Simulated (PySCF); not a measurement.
Species: C3H2FNSe.
Geometry (PBE0-D3(BJ)/def2-SVP, Å), atoms numbered from 1 in this order:
```xyz
8
C3H2FNSe angstrom
F      0.1666   -1.6862    1.0817
C      0.1179   -0.5748    0.3613
C     -1.1289    0.0346    0.0106
N     -1.0972    1.1270   -0.6996
Se     0.6231    1.5670   -1.0459
C      1.2125    0.0894   -0.1086
H     -2.0946   -0.3841    0.3158
H      2.2560   -0.1876    0.0350
```

Method: EOM-IP-CCSD/aug-cc-pVDZ in PySCF, restricted Hartree–Fock reference, 14 core orbitals frozen, non-relativistic, gas phase, PBE0-D3(BJ)/def2-SVP geometry.

Hartree–Fock orbital energies give these Koopmans values (eV): HOMO 9.40, HOMO-1 10.53, HOMO-2 12.21, HOMO-3 13.34, HOMO-4 14.93, HOMO-5 16.05, HOMO-6 16.83, HOMO-7 18.86.

Task: What vertical ionisation energies does EOM-IP-CCSD give?

Result: 
```csv
leading hole (HF orbital),Koopmans (eV),EOM-IP-CCSD (eV),change (eV),one-hole share
HOMO,9.40,9.18,-0.22,0.96
HOMO-1,10.53,10.21,-0.32,0.95
HOMO-2,12.21,10.56,-1.65,0.94
HOMO-3,13.34,12.45,-0.89,0.95
HOMO-4,14.93,13.42,-1.51,0.90
HOMO-5,16.05,14.06,-1.99,0.94
HOMO-6,16.83,15.04,-1.79,0.94
HOMO-7,18.86,16.29,-2.57,0.93
```

Task: Does the order of the lines follow the orbital energies?

Result: Yes, no two lines change places. The corrections run from -2.57 to -0.22 eV, with a mean of -1.37 eV over the 8 lines; no line lies above its Koopmans value. Koopmans values leave out both the relaxation of the orbitals and the change in correlation energy.

Task: At what kinetic energies would He I light (21.22 eV) eject these electrons?

Result: 12.04 eV (HOMO), 11.01 eV (HOMO-1), 10.66 eV (HOMO-2), 8.77 eV (HOMO-3), 7.80 eV (HOMO-4), 7.16 eV (HOMO-5), 6.18 eV (HOMO-6), 4.93 eV (HOMO-7).

One root was sought for each valence orbital with −ε under 21 eV, eight at most, so deeper holes and satellites are missing; no vibrational structure.
